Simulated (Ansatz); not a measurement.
Frontier orbitals of BF₂HOZn (`[OH][Zn][B](F)F`).

The species carries charge 0 and has multiplicity 1. For Zn the d shell is correlated and the shells below it are frozen. Scalar relativity is left out up to krypton. Geometry: relaxed with PBE0-D4/def2-TZVP. It is one conformer, not always the lowest. Basis def2-TZVPP, Ansatz.

Orbital energies of one run (eV). Highest occupied ones, from the top: -7.00, -7.33, -8.24, -10.34, -10.60, -10.93, -12.09, -12.19, -12.30, -12.30, -12.47, -12.55, -13.40, -13.48. Empty: -2.66, -1.53, -1.15, 0.35, 0.72, 1.30.

**Question.** Which functional gave them?
A. r2SCANh
B. B3LYP
C. LDA (SPW92)
D. ωB97M-V

**Answer.** C. HOMO energies: LDA (SPW92) -7.00, ωB97M-V -10.72, B3LYP -8.08, r2SCANh -7.66 eV.

B3LYP here is the variant with VWN-RPA as its local correlation; programs differ in this.
